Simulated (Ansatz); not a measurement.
```yaml
crystal:
  periodic: [false, false, false]
  atoms:
    - {symbol: C, position_ang: [1.119852, -0.831609, 0.002494]}
    - {symbol: Ge, position_ang: [-0.611737, 0.178150, 0.033718]}
    - {symbol: F, position_ang: [-1.578203, -0.570062, 1.568686]}
    - {symbol: Cl, position_ang: [-2.111037, -0.786924, -1.390483]}
    - {symbol: C, position_ang: [-0.497594, 1.628705, 0.351611]}
    - {symbol: N, position_ang: [-0.566078, 2.813477, 0.543510]}
    - {symbol: H, position_ang: [0.881917, -2.093037, -0.660140]}
    - {symbol: H, position_ang: [1.336338, -0.603474, 0.684719]}
    - {symbol: H, position_ang: [1.457696, -0.570664, -0.835859]}
basis:
  gaussian: {orbitals: aug-cc-pVDZ, nuclear_model: gaussian}
hamiltonian: {xc: {name: HSE06}, dispersion: d4}
```

```sh
$ ansatz run in.yaml --threads 4 --pin off --events-out ev --progress --plain --max-ram 10444MiB
```

Output, abridged:

```
Functional definition: HSE06
1910 factors; their error is unknown
218 factors; integrals over basis functions are off by at most 5.4e-7 eV
mean field evaluation 1: about -75328.4593 eV, gradient 7.7e1 eV
mean field evaluation 2: about -75308.2037 eV, gradient 1.2e2 eV
mean field evaluation 4: about -75342.0340 eV, gradient 1.4e1 eV
mean field evaluation 8: about -75342.4483 eV, gradient 1.6e-1 eV
mean field evaluation 16: about -75342.7605 eV, gradient 3.1e-4 eV
mean field -75342.76050114 eV, -2768.7953792595 hartree, gradient 7.6e-5 eV, S^2 0.000000; 0 other end points of the search recorded, 0 dependent functions left out
reference -75342.76059927 eV, -2768.7953828657 hartree; 40, 40 occupied and 142, 142 virtual orbitals, 1910 factors
Total energy: -75342.95929630 eV, -2768.8026848468 hartree
```

It took 3.9 s on 4 threads of an Arm Neoverse V2 on a shared host, with 0.61 GiB of host memory at the peak.
